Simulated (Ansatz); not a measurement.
Harmonic frequencies (cm⁻¹) at PBE0-D4/def2-TZVP from Ansatz: 51, 134, 136, 158, 219, 401, 409, 588, 705, 728, 733, 778, 1234, 1447, 1450, 1555, 3064, 3151, 3161, 3621, 3731.

Each molecule was computed in one conformer, which needn't be the lowest.

Question: Which molecule is it?
A. `[CH3][Ga]([NH2])[Cl]`
B. `[NH2][GaH][CH2]Cl`
C. `[CH3][Ga]([F])[SeH]`
D. `[NH2][GaH][OH]`

Answer: A.
